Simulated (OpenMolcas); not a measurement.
## How basis sets differ on CH2Br2 (SMILES BrCBr)

The species is CH2Br2 (5 atoms), meant as a singlet with charge 0. As SMILES, `BrCBr`. Geometry: relaxed at PBE0-D4/def2-TZVP.

Quantity: the dipole moment, in D. The values are calculated.

**The experiment to reproduce.** NIST CCCBDB gives the dipole moment of the gas as 1.43 D.

```csv
level,kind,program,value (D),computed − measured
HF/ANO-RCC-MB (DKH2),Hartree–Fock,OpenMolcas,1.65,+0.22
HF/STO-3G,Hartree–Fock,OpenMolcas,1.57,+0.14
HF/3-21G,Hartree–Fock,OpenMolcas,1.70,+0.27
HF/def2-SVPD,Hartree–Fock,OpenMolcas,1.65,+0.22
```

Nearest: HF/STO-3G (+0.14 D); farthest: HF/3-21G (+0.27 D). The measured dipole is a vibrational average, so differences of a few hundredths of a debye mean little. All-electron rows without a relativistic Hamiltonian named are non-relativistic. Sets without polarisation functions give poor dipoles.
